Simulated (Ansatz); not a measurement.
A nudged elastic band was laid between two geometries of GaH3O + H2 (7 atoms, charge 0, multiplicity 1).

Theory: Ansatz, RKS PBE0/def2-SVP.

```json
{
 "movable images": "7",
 "climbing image": "yes",
 "spring": "5.0 eV/Å²",
 "optimiser": "quadratic models (default)",
 "start path": "through a guess of the saddle point",
 "force threshold": "0.05 eV/Å",
 "iteration limit": "60",
 "end points": "relaxed"
}
```

Image 0:

```xyz
7
Properties=species:S:1:pos:R:3
Ga -0.048 -0.212 0.153
O -0.034 -0.668 1.885
H -0.904 -0.732 2.292
H 1.372 -0.163 -0.486
H -1.436 0.027 -0.538
H 0.105 2.471 0.593
H 0.184 2.140 1.276
```

Image 8:

```xyz
7
Properties=species:S:1:pos:R:3
Ga 0.010 0.494 -0.215
O -0.002 0.090 1.930
H -0.869 -0.245 2.188
H 1.353 -0.216 -0.622
H -1.368 -0.237 -0.478
H -0.010 2.070 -0.058
H 0.126 0.906 2.430
```

Question: What changes between the two ends?

Answer: Bonds broken: H6–H7. Bonds formed: Ga1–H6, O2–H7. GaH3O + H2 becomes GaH5O.

Question: Give the energies along the band, and the barrier.

Answer: The forces met the threshold. The highest image is number 4 of 0 to 8, 0.76 eV above the first end and 1.03 eV above the last; the last end lies 0.26 eV below the first. A vibrational analysis at the climbing image gives one clearly imaginary mode, 1191i cm⁻¹: a first-order saddle point. The orbitals stay closed-shell, which can raise the energy where a bond breaks towards radicals; this wasn't checked here.

```csv
image,path coordinate (Å),energy (eV),H6–H7 (Å),Ga1–H6 (Å),O2–H7 (Å)
0,0.00,0.00,0.76,2.72,2.88
1,0.39,0.01,0.76,2.61,2.51
2,0.77,0.09,0.77,2.36,2.15
3,1.16,0.38,0.80,2.08,1.75
4,1.55,0.76,0.99,1.85,1.33
5,1.92,0.24,1.37,1.69,1.04
6,2.29,-0.11,1.82,1.61,0.98
7,2.66,-0.23,2.29,1.59,0.97
8,3.04,-0.26,2.75,1.58,0.97
```

Question: What is the geometry of the highest image?

Answer: 
```xyz
7
Properties=species:S:1:pos:R:3:forces:R:3
Ga 0.003 0.189 -0.027 0.01 0.02 0.01
O 0.023 -0.044 1.919 -0.03 0.01 -0.01
H -0.826 -0.291 2.306 0.01 -0.01 0.02
H 1.412 -0.078 -0.632 0.00 0.00 0.00
H -1.423 0.003 -0.635 0.00 0.00 0.00
H 0.044 1.863 0.750 0.00 -0.02 0.00
H 0.006 1.221 1.495 0.00 0.00 -0.01
```

Question: What are the harmonic wavenumbers there?

Answer: 1191i, 431, 455, 539, 622, 703, 731, 763, 929, 1353, 1779, 1936, 2007, 2035, 3875 cm⁻¹.

The band took 8 iterations and of the order of 2.1 core-minutes.

Time of the run: 2.1 min on 1 thread of Arm Neoverse V1, on a shared host, peak memory 0.14 GiB.
